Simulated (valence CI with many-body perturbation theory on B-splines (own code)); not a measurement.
# Forbidden lines of Ba LI

Computed by relativistic CI+MBPT: four valence electrons over a frozen Dirac-Fock core [He], radial functions for each j: 11 s, 11 p, 10 d, 8 f, 5 g, 2 h, with the one-electron correlation potential Σ1, the two-electron term Σ2, the three-electron term Σ3, Breit, model QED; selected CI, second order for the rest, scaled by the run's own slope (own B-spline code, finite nucleus).

No measured spectrum was set against this ion. As an estimate, large intervals hold to a few tenths of a per cent, small ones and those within an open d or f shell to about a per cent. Among the levels kept, up to 910 cm⁻¹ of a level comes from second order outside the variational space, and about a tenth of that is noise between levels of different J, which matters for small intervals.

Lines 1 to 50 of 76 in falling wavelength, among levels below 6963.3 eV, chosen from the decays that carry over 1 % of a level's rate. Wavelengths and rates use the calculated energies. Electric multipoles are in the length gauge, E1 and E2 with the static RPA response of the core. S is in atomic units (e²a₀⁴ for E2 and M2, e²a₀⁶ for E3), for M1 in squared Bohr magnetons. Weak lines are less certain than strong ones. Lines between different terms over intervals too small for the method are left out, as are lines whose strength nearly cancels.

Levels are named by their leading jj configuration (3d3/2^4 stands for four electrons in 3d with j = 3/2), which in mixed levels can hold well under half, so a name can repeat and another be missing. Letters in brackets count levels of one name in rising energy.

| λ vac (Å) | Upper | Lower | Type | A (s⁻¹) | S (a.u.) |
| --- | --- | --- | --- | --- | --- |
| 770.2 | (2s^2 2p1/2 2p3/2) J=2 | (2s^2 2p1/2 2p3/2) J=1 | M1 | 1.11e+04 | 9.42e-01 |
| 31.56 | (2s^2 2p1/2 2p3/2) J=1 | (2s^2 2p1/2^2) J=0 | M1 | 3.95e+08 | 1.38e+00 |
| 30.53 | (2s^2 2p3/2^2) J=2 | (2s^2 2p1/2 2p3/2) J=2 | M1 | 3.23e+08 | 1.71e+00 |
| 30.32 | (2s^2 2p1/2 2p3/2) J=2 | (2s^2 2p1/2^2) J=0 | E2 | 6.26e+05 | 7.17e-05 |
| 29.36 | (2s^2 2p3/2^2) J=2 | (2s^2 2p1/2 2p3/2) J=1 | M1 | 3.28e+08 | 1.54e+00 |
| 26.67 | (2s^2 2p3/2^2) J=0 | (2s^2 2p1/2 2p3/2) J=1 | M1 | 8.23e+08 | 5.79e-01 |
| 2.621 | (2s^2 2p3/2 3d5/2) J=4 | (2s 2p3/2^3) J=2 | E2 | 7.04e+08 | 6.99e-07 |
| 2.432 | (2s^2 2p3/2 3d5/2) J=4 | (2s 2p1/2 2p3/2^2) J=2 [b] | E2 | 5.77e+08 | 3.95e-07 |
| 2.432 | (2s 2p1/2 2p3/2 3p1/2) J=0 | (2s 2p1/2 2p3/2^2) J=2 [b] | E2 | 1.69e+11 | 1.28e-05 |
| 2.428 | (2s^2 2p3/2 3p1/2) J=2 | (2s^2 2p3/2^2) J=0 | E2 | 9.28e+10 | 3.49e-05 |
| 2.420 | (2s^2 2p1/2 3p1/2) J=1 | (2s^2 2p1/2 2p3/2) J=2 | E2 | 2.62e+11 | 5.84e-05 |
| 2.420 | (2s 2p1/2^2 3p1/2) J=0 | (2s 2p1/2^2 2p3/2) J=2 | E2 | 5.06e+11 | 3.75e-05 |
| 2.413 | (2s^2 2p1/2 3p1/2) J=1 | (2s^2 2p1/2 2p3/2) J=1 | E2 | 2.58e+11 | 5.66e-05 |
| 2.409 | (2s^2 2p3/2 3p1/2) J=1 | (2s^2 2p3/2^2) J=2 | E2 | 2.72e+11 | 5.90e-05 |
| 2.408 | (2s^2 2p3/2 3p1/2) J=2 | (2s^2 2p3/2^2) J=2 | E2 | 3.58e+11 | 1.29e-04 |
| 2.406 | (2s^2 2p1/2 3p1/2) J=0 | (2s^2 2p1/2 2p3/2) J=2 | E2 | 4.98e+11 | 3.58e-05 |
| 2.402 | (2s^2 2p3/2 3d5/2) J=4 | (2s 2p1/2 2p3/2^2) J=3 | E2 | 2.52e+09 | 1.62e-06 |
| 2.401 | (2s 2p1/2 2p3/2 3p3/2) J=4 | (2s 2p1/2 2p3/2^2) J=2 [b] | E2 | 1.41e+10 | 9.02e-06 |
| 2.397 | (2s 2p3/2^2 3p1/2) J=0 | (2s 2p3/2^3) J=2 | E2 | 2.92e+11 | 2.06e-05 |
| 2.384 | (2s 2p1/2 2p3/2 3p1/2) J=0 | (2s 2p1/2 2p3/2^2) J=2 [a] | E2 | 1.14e+11 | 7.87e-06 |
| 2.384 | (2s 2p3/2^2 3p3/2) J=4 | (2s 2p3/2^3) J=2 | E2 | 8.13e+10 | 5.03e-05 |
| 2.371 | (2s 2p1/2 2p3/2 3p3/2) J=4 | (2s 2p1/2 2p3/2^2) J=3 | E2 | 1.46e+11 | 8.76e-05 |
| 2.369 | (2s 2p1/2 2p3/2 3p3/2) J=0 [b] | (2s 2p1/2 2p3/2^2) J=2 [b] | E2 | 2.58e+11 | 1.72e-05 |
| 2.366 | (2s 2p1/2 2p3/2 3p3/2) J=1 [d] | (2s 2p1/2 2p3/2^2) J=2 [b] | E2 | 1.50e+11 | 2.98e-05 |
| 2.361 | (2s 2p1/2 2p3/2 3p3/2) J=1 [d] | (2s 2p1/2 2p3/2^2) J=1 [a] | E2 | 1.28e+11 | 2.51e-05 |
| 2.360 | (2s 2p1/2^2 3p3/2) J=2 | (2s 2p1/2^2 2p3/2) J=2 | E2 | 1.77e+11 | 5.79e-05 |
| 2.359 | (2s^2 2p3/2 3p3/2) J=1 | (2s^2 2p3/2^2) J=2 | E2 | 1.77e+11 | 3.47e-05 |
| 2.359 | (2s^2 2p1/2 3p3/2) J=2 | (2s^2 2p1/2 2p3/2) J=2 | E2 | 1.76e+11 | 5.75e-05 |
| 2.356 | (2s^2 2p3/2 3p3/2) J=3 | (2s^2 2p3/2^2) J=2 | E2 | 1.68e+11 | 7.64e-05 |
| 2.354 | (2s 2p1/2 2p3/2 3p3/2) J=4 | (2s 2p1/2 2p3/2^2) J=2 [a] | E2 | 9.28e+09 | 5.39e-06 |
| 2.352 | (2s^2 2p1/2 3p3/2) J=2 | (2s^2 2p1/2 2p3/2) J=1 | E2 | 7.86e+10 | 2.52e-05 |
| 2.349 | (2s 2p3/2^2 3p3/2) J=0 | (2s 2p3/2^3) J=2 | E2 | 1.11e+11 | 7.11e-06 |
| 2.332 | (2s 2p1/2 2p3/2 3d5/2) J=5 | (2s 2p1/2 2p3/2^2) J=3 | M2 | 7.94e+09 | 5.37e-06 |
| 2.332 | (2s 2p1/2 2p3/2 3d5/2) J=5 | (2s 2p1/2 2p3/2^2) J=3 | E3 | 3.78e+08 | 4.96e-06 |
| 2.324 | (2s 2p1/2 2p3/2 3p3/2) J=0 [b] | (2s 2p1/2 2p3/2^2) J=2 [a] | E2 | 7.67e+10 | 4.64e-06 |
| 2.318 | (2s^2 2p3/2 3d5/2) J=4 | (2s^2 2p3/2^2) J=2 | M2 | 7.55e+09 | 4.07e-06 |
| 2.318 | (2s^2 2p3/2 3d5/2) J=4 | (2s^2 2p3/2^2) J=2 | E3 | 5.27e+08 | 5.43e-06 |
| 2.224 | (2s^2 2p3/2 3d5/2) J=4 | (2s 2p1/2^2 2p3/2) J=2 | E2 | 3.61e+09 | 1.58e-06 |
| 2.201 | (2s 2p3/2^2 3p3/2) J=4 | (2s 2p1/2 2p3/2^2) J=3 | E2 | 1.29e+11 | 5.36e-05 |
| 2.198 | (2s 2p1/2 2p3/2 3p3/2) J=4 | (2s 2p1/2^2 2p3/2) J=2 | E2 | 2.76e+11 | 1.14e-04 |
| 2.196 | (2s 2p3/2^2 3p3/2) J=0 | (2s 2p1/2 2p3/2^2) J=2 [b] | E2 | 2.93e+11 | 1.34e-05 |
| 2.193 | (2s 2p1/2 2p3/2 3p3/2) J=1 [d] | (2s 2p1/2^2 2p3/2) J=1 | E2 | 1.53e+11 | 2.08e-05 |
| 2.190 | (2s^2 2p3/2 3p3/2) J=1 | (2s^2 2p1/2 2p3/2) J=2 | E2 | 2.13e+11 | 2.87e-05 |
| 2.189 | (2s^2 2p1/2 3p3/2) J=2 | (2s^2 2p1/2^2) J=0 | E2 | 2.40e+11 | 5.37e-05 |
| 2.188 | (2s^2 2p3/2 3p3/2) J=3 | (2s^2 2p1/2 2p3/2) J=2 | E2 | 1.14e+11 | 3.56e-05 |
| 2.187 | (2s 2p3/2^2 3p3/2) J=4 | (2s 2p1/2 2p3/2^2) J=2 [a] | E2 | 2.13e+11 | 8.56e-05 |
| 2.181 | (2s^2 2p3/2 3p3/2) J=3 | (2s^2 2p1/2 2p3/2) J=1 | E2 | 1.54e+11 | 4.76e-05 |
| 2.181 | (2s^2 2p3/2 3p3/2) J=2 | (2s^2 2p1/2 2p3/2) J=2 | E2 | 1.69e+11 | 3.72e-05 |
| 2.167 | (2s 2p3/2^2 3d5/2) J=5 | (2s 2p1/2 2p3/2^2) J=3 | M2 | 1.88e+09 | 8.81e-07 |
| 2.164 | (2s 2p1/2 2p3/2 3d5/2) J=5 | (2s 2p1/2^2 2p3/2) J=2 | E3 | 9.55e+08 | 7.43e-06 |
